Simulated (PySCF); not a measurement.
A PySCF script (with the pyscf-properties extension) for the NMR shieldings of `Cl[Si](Cl)(Cl)Cl`, Cl₄Si, on a PBE0-D3(BJ)/def2-SVP geometry:

```python
import basis_set_exchange as bse
import numpy as np
from pyscf import gto, dft
from pyscf.prop import nmr

atoms = """
Si   -0.001459    0.000147    0.001643
Cl    0.000837   -0.021851    2.036610
Cl    1.916185    0.010201   -0.676073
Cl   -0.961711    1.667444   -0.662338
Cl   -0.953852   -1.655950   -0.699832
"""
names = dict.fromkeys(["Si", "Cl"], "pcSseg-1")
basis = {el: gto.basis.parse(bse.get_basis(n, elements=[el], fmt="nwchem")) for el, n in names.items()}
mol = gto.M(atom=atoms, basis=basis, charge=0, verbose=0)
mf = dft.RKS(mol, xc="GGA_XC_KT2")
mf.grids.level = 2
mf.grids.alignment = dft.numint.BLKSIZE   # the property module wants whole blocks of grid points
mf.conv_tol = 1e-9
mf.kernel()

calc = nmr.RKS(mf)   # GIAO
sigma = calc.kernel()   # uncoupled for a functional without exact exchange
for i, s in enumerate(sigma):   # ppm
    w = np.linalg.eigvalsh((s + s.T) / 2)
    print("%2d %-2s iso %8.1f  s11 %8.1f  s22 %8.1f  s33 %8.1f" % (i, mol.atom_pure_symbol(i), w.mean(), *w))
```

Q: What does it print?

A: 
```
 0 Si iso    345.3  s11    345.0  s22    345.4  s33    345.6
 1 Cl iso    716.2  s11    606.0  s22    606.3  s33    936.4
 2 Cl iso    715.9  s11    606.0  s22    606.3  s33    935.3
 3 Cl iso    715.9  s11    605.3  s22    606.0  s33    936.2
 4 Cl iso    715.9  s11    605.6  s22    606.0  s33    936.1
```

These numbers come from an equivalent density-fitted implementation of the same equations, which agrees with the script to about 0.01 ppm for H and up to a few tenths of a ppm for heavy atoms, so last digits may differ.

Q: Turn these shieldings into chemical shifts. Scale: 29Si (361.05 ppm) against TMS; 35Cl (942.74 ppm) vs HCl (reference shieldings calculated alike).

A: Averaging equivalent atoms: Si 0: 15.7; Cl 1/2/3/4: 227 ppm. 

Size and cost of the density-fitted run: 120 basis functions, 7.2 s wall time on 1 thread of an Arm Neoverse V2, shared host.
